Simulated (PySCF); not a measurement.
H₇NO₂Si₂, SMILES N[SiH2]O[SiH2]O.

Coordinates come from a r2SCAN-D4/def2-SVP optimisation. The structure was generated by enumeration, and PubChem lists no compound with its InChIKey, so it may never have been made. One conformer was computed; it need not be the lowest.

All values below come from PBE/def2-TZVP (PySCF).

Gas-phase values at a fixed geometry.

| Quantity | Value |
|---|---|
| total energy | -788.13990 hartree |
| highest occupied level | -6.32 eV |
| lowest empty level | -0.43 eV |
| orbital gap | 5.89 eV |
| dipole moment | 2.14 D |
| quadrupole, principal values (traceless, Buckingham form, about the centre of nuclear charge) | -6.57, -1.61, 8.18 D·Å |
| mean static polarisability | 65.5 bohr³ (9.71 Å³) |
| polarisability, principal values | 59.6, 64.2, 72.9 bohr³ |
